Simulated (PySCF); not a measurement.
**Relaxation of triplet VF₃**

Computed with PySCF, UPBE0, basis V def2-SVP, F def2-SVP (no relativity, density fitting). A (50,194) grid was used.

A start displaced from a saddle point along its imaginary mode, of Cs symmetry, held to at least that symmetry:

Coordinates in bohr (charge 0 multiplicity 3):
```
V     0.0867    0.0000   -0.0846
F    -0.2268    0.0000    3.2052
F     2.9344    0.0000   -1.6149
F    -2.9401    0.0000   -1.3636
```

Optimiser trace:
| step | E − E(last) (kJ/mol) | largest gradient (Eh/bohr) |
| --- | --- | --- |
| 0 | 1.46 | 0.01260 |
| 1 | 0.51 | 0.00374 |
| 2 | 0.18 | 0.00175 |
| 3 | 0.04 | 0.00180 |
| 4 | 0.01 | 0.00081 |
| 5 | 0.00 | 0.00020 |

It ends at C2v with V–F 1.720 Å, V–F 1.733 Å (×2); F–V–F 110.9°, F–V–F 124.5° (×2) (after a last refinement on a finer grid). The frequency run here used a shortcut that can spoil soft modes, so no verdict on minimum or saddle point is given. Other isomers or separated fragments may lie lower.

Final geometry:
```xyz
4
charge 0 multiplicity 3, angstrom
V     0.0386    0.0000   -0.0225
F    -0.0917    0.0000    1.7061
F     1.5247    0.0000   -0.8884
F    -1.5294    0.0000   -0.7615
```

Other spin states or occupations of the open shell can lie lower.
